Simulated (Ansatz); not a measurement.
H4N2Zn (SMILES [NH2][Zn][NH2]), singlet, at a GFN2-xTB geometry (such geometries of metal compounds can be far from the true shape); Ansatz (a quantum-chemistry and plane-wave program) with CASSCF(6,5)/6-31G.

The Ansatz input:
Ansatz 0.2 input:
```yaml
crystal:
  periodic: [false, false, false]
  atoms:
    - {symbol: Zn, position_ang: [0.00658196, 0.14694202, 0.06391392]}
    - {symbol: N, position_ang: [1.15165313, 0.23547579, -1.36586238]}
    - {symbol: H, position_ang: [1.93884421, -0.39738326, -1.31831017]}
    - {symbol: H, position_ang: [1.51915625, 1.11945920, -1.68502039]}
    - {symbol: N, position_ang: [-1.18851905, -0.77057061, 1.11170210]}
    - {symbol: H, position_ang: [-2.13787882, -0.82950323, 0.76942193]}
    - {symbol: H, position_ang: [-1.25951905, -0.55516955, 2.09561303]}
basis:
  gaussian:
    orbitals: 6-31G
hamiltonian:
  xc: hf
magnetization: {spin_polarized: false}
correlation: {active_space: {window: {electrons: 6, orbitals: 5}}}
```

The log (banner, timings and long lists left out):

```
Functional definition: HF
685 factors; integrals over basis functions are off by at most 3.0e-4 eV
mean field evaluation 1: about -51389.6126 eV, gradient 4.3e1 eV
mean field evaluation 2: about -51389.6201 eV, gradient 4.3e1 eV
mean field evaluation 4: about -51393.5500 eV, gradient 3.0e0 eV
mean field evaluation 8: about -51393.5765 eV, gradient 7.9e-2 eV
mean field -51393.57653024 eV, -1888.6791016689 hartree, gradient 5.2e-6 eV, S^2 0.000000; 0 other end points of the search recorded, 0 dependent functions left out
reference -51393.57653024 eV, -1888.6791016689 hartree; 24, 24 occupied and 31, 31 virtual orbitals, 685 factors
state -51394.79080689 eV, -1888.7237255127 hartree
Total energy: -51394.79080689 eV, -1888.7237255127 hartree
```
